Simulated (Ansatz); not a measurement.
Program: Ansatz. Geometries: PBE0-D4/def2-TZVP. ΔE: electronic, gas phase. CCSD(T)/CBS is the MP2 limit (def2-TZVPP, def2-QZVPP) plus CCSD(T) − MP2 in def2-TZVPP, frozen cores. This one scheme is used for every species. DFT in def2-TZVPP. B3LYP here is the variant with VWN-RPA as its local correlation; programs differ in this. HSE06 is defined as in plane-wave codes. Elements past krypton have def2 core potentials. For Ge, Sb outer-core shells are correlated without core-valence functions, which leaves a few kJ/mol of doubt a bond. Scalar relativity is left out up to krypton.

Reaction (cleavage of the Sb–Ge bond): `[GeH3][SbH2]` + NH₃ → `[NH2][SbH2]` + GeH₄

```json
{"level": "LDA (SPW92)", "ΔE (kJ/mol)": "79.6", "difference from CCSD(T)/CBS": "3.4"}
{"level": "PBE-D4", "ΔE (kJ/mol)": "79.5", "difference from CCSD(T)/CBS": "3.3"}
{"level": "revPBE-D4", "ΔE (kJ/mol)": "74.8", "difference from CCSD(T)/CBS": "-1.4"}
{"level": "BLYP-D4", "ΔE (kJ/mol)": "71.4", "difference from CCSD(T)/CBS": "-4.8"}
{"level": "r2SCAN-D4", "ΔE (kJ/mol)": "76.5", "difference from CCSD(T)/CBS": "0.3"}
{"level": "B97M-V", "ΔE (kJ/mol)": "60.4", "difference from CCSD(T)/CBS": "-15.8"}
{"level": "PBE0-D4", "ΔE (kJ/mol)": "82.5", "difference from CCSD(T)/CBS": "6.3"}
{"level": "B3LYP-D4", "ΔE (kJ/mol)": "74.8", "difference from CCSD(T)/CBS": "-1.4"}
{"level": "r2SCANh-D4", "ΔE (kJ/mol)": "78.6", "difference from CCSD(T)/CBS": "2.4"}
{"level": "r2SCAN0-D4", "ΔE (kJ/mol)": "81.4", "difference from CCSD(T)/CBS": "5.2"}
{"level": "HSE06-D4", "ΔE (kJ/mol)": "83.0", "difference from CCSD(T)/CBS": "6.8"}
{"level": "CAM-B3LYP-D4", "ΔE (kJ/mol)": "69.5", "difference from CCSD(T)/CBS": "-6.7"}
{"level": "ωB97X-V", "ΔE (kJ/mol)": "69.5", "difference from CCSD(T)/CBS": "-6.7"}
{"level": "ωB97M-V", "ΔE (kJ/mol)": "73.5", "difference from CCSD(T)/CBS": "-2.7"}
{"level": "B2PLYP", "ΔE (kJ/mol)": "72.4", "difference from CCSD(T)/CBS": "-3.8"}
{"level": "PBE-QIDH", "ΔE (kJ/mol)": "80.0", "difference from CCSD(T)/CBS": "3.8"}
{"level": "PBE", "ΔE (kJ/mol)": "78.0", "difference from CCSD(T)/CBS": "1.8"}
{"level": "BLYP", "ΔE (kJ/mol)": "69.7", "difference from CCSD(T)/CBS": "-6.5"}
{"level": "r2SCAN", "ΔE (kJ/mol)": "76.2", "difference from CCSD(T)/CBS": "0.0"}
{"level": "PBE0", "ΔE (kJ/mol)": "81.0", "difference from CCSD(T)/CBS": "4.8"}
{"level": "B3LYP", "ΔE (kJ/mol)": "72.5", "difference from CCSD(T)/CBS": "-3.7"}
{"level": "r2SCANh", "ΔE (kJ/mol)": "78.1", "difference from CCSD(T)/CBS": "1.9"}
{"level": "r2SCAN0", "ΔE (kJ/mol)": "80.8", "difference from CCSD(T)/CBS": "4.6"}
{"level": "HSE06", "ΔE (kJ/mol)": "81.4", "difference from CCSD(T)/CBS": "5.2"}
{"level": "LC-ωPBE", "ΔE (kJ/mol)": "71.0", "difference from CCSD(T)/CBS": "-5.2"}
{"level": "RPA@PBE/def2-TZVPP", "ΔE (kJ/mol)": "65.4", "difference from CCSD(T)/CBS": "-10.8"}
{"level": "HF/def2-SVP", "ΔE (kJ/mol)": "79.0", "difference from CCSD(T)/CBS": "2.8"}
{"level": "MP2/def2-SVP", "ΔE (kJ/mol)": "79.8", "difference from CCSD(T)/CBS": "3.6"}
{"level": "CCSD/def2-SVP", "ΔE (kJ/mol)": "79.7", "difference from CCSD(T)/CBS": "3.5"}
{"level": "CCSD(T)/def2-SVP", "ΔE (kJ/mol)": "79.2", "difference from CCSD(T)/CBS": "3.0"}
{"level": "HF/def2-TZVPP", "ΔE (kJ/mol)": "68.2", "difference from CCSD(T)/CBS": "-8.0"}
{"level": "MP2/def2-TZVPP", "ΔE (kJ/mol)": "76.8", "difference from CCSD(T)/CBS": "0.6"}
{"level": "CCSD/def2-TZVPP", "ΔE (kJ/mol)": "73.1", "difference from CCSD(T)/CBS": "-3.1"}
{"level": "CCSD(T)/def2-TZVPP", "ΔE (kJ/mol)": "73.0", "difference from CCSD(T)/CBS": "-3.2"}
{"level": "HF/def2-QZVPP", "ΔE (kJ/mol)": "66.5", "difference from CCSD(T)/CBS": "-9.7"}
{"level": "MP2/def2-QZVPP", "ΔE (kJ/mol)": "78.1", "difference from CCSD(T)/CBS": "1.9"}
{"level": "SCS-MP2/def2-QZVPP", "ΔE (kJ/mol)": "70.5", "difference from CCSD(T)/CBS": "-5.7"}
{"level": "HF/CBS(def2)", "ΔE (kJ/mol)": "66.2", "difference from CCSD(T)/CBS": "-10.0"}
{"level": "MP2/CBS(def2)", "ΔE (kJ/mol)": "80.0", "difference from CCSD(T)/CBS": "3.8"}
{"level": "CCSD/CBS(def2)", "ΔE (kJ/mol)": "76.3", "difference from CCSD(T)/CBS": "0.1"}
{"level": "CCSD(T)/CBS", "ΔE (kJ/mol)": "76.2", "difference from CCSD(T)/CBS": "0"}
```

Largest T1 diagnostic among the species: 0.013.

In def2-TZVPP, CCSD(T) changes the Hartree–Fock value by +4.8 kJ/mol (the triples alone add −0.1 kJ/mol) and MP2 by +8.6 kJ/mol. From BLYP to BHLYP (50 % exact exchange), in def2-TZVPP and without D4, ΔE moves by +3.1 kJ/mol.
